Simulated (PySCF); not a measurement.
A calculated (UHF, PySCF 2.14, x2c-TZVPall, the spin-free X2C one-electron Hamiltonian (Gaussian nucleus)) atom or ion has these occupied shells.

| shell | electrons | orbital energy (eV) | rms radius, mean of both spins (bohr) |
| --- | --- | --- | --- |
| 1s α | 1 | -15306.9 | 0.0464 |
| 1s β | 1 | -15306.7 | 0.0464 |
| 2s α | 1 | -2127.9 | 0.192 |
| 2s β | 1 | -2127.8 | 0.192 |
| 2p α | 3 | -1883.6 | 0.171 |
| 2p β | 3 | -1883.4 | 0.171 |
| 3s α | 1 | -361.57 | 0.543 |
| 3s β | 1 | -361.21 | 0.543 |
| 3p α | 3 | -280.62 | 0.557 |
| 3p β | 3 | -280.14 | 0.557 |
| 3d α | 5 | -146.15 | 0.577 |
| 3d β | 5 | -145.91 | 0.577 |
| 4s α | 1 | -61.968 | 1.53 |
| 4s β | 1 | -58.352 | 1.53 |
| 4p α | 3 | -40.563 | 1.77 |
| 4p β | 2 | -39.075 | 1.77 |

**Question.** Name the element and its charge.

**Answer.** Rb²⁺ (rubidium, charge +2), in [Ar] 3d10 4s2 4p5, 2P determinant.
